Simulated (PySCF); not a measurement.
Compounds:
1. SMILES CC#C[Si@@]1(C#N)C[SiH2][SiH2]1, C$_{5}$H$_{9}$NSi$_{3}$
2. `InChI=1S/C2H5F3OSi/c1-6-7(4,5)2-3/h2H2,1H3`
3. `FC([Si@H](C)O)(F)F`, C$_{2}$H$_{5}$F$_{3}$OSi
4. `CCO[Si](F)(F)F`, C$_{2}$H$_{5}$F$_{3}$OSi
5. `[C@H]1(C)C=CO[SiH2]C1`, C$_{5}$H$_{10}$OSi
6. `C(/C)=N/[SiH](C)C`, C$_{4}$H$_{11}$NSi

No solvent model, single conformer, one averaged value for each set of equivalent atoms, no relativistic terms. Geometry from GFN2-xTB; shieldings: GIAO PBE0/pcSseg-1; PySCF 2.14.

Scale: $^{1}$H (σref 31.72), $^{13}$C (σref 186.93) vs TMS (reference shieldings calculated alike). Shifts are as computed. Against solution values, carbons near 30 ppm lie about +3 ppm off and those near 130 ppm about +5 ppm. Of 1309 compounds with measured shifts, 239 miss one by over three times the rms of a fit or turn the order of signals round; such compounds aren't used in these exercises. OH and NH positions are gas-phase values without hydrogen bonding to other molecules.

(1) Which show a $^{13}$C signal between 60 and 100 ppm?

(2) Which show a $^{13}$C signal between 100 and 160 ppm?

(3) Which show a $^{13}$C signal between 160 and 185 ppm?

(4) Which give exactly 3 $^{13}$C signals?

Answers

(1) 1 (81.7: alkyne carbon); 2 (79.1: sp3 CH2 bonded to F and Si); 4 (64.5: sp3 CH2 bonded to O).

(2) 1 (125.5, 119.8: nitrile carbon, alkyne carbon); 3 (138.4: CF3 carbon); 5 (149.4, 115.3: alkene carbon bearing oxygen, β carbon of an enol-ether or enamine type C=C).

(3) 6 (176.2: C=N carbon).

(4) 6 (δ 176.2, 30.1, -0.6).
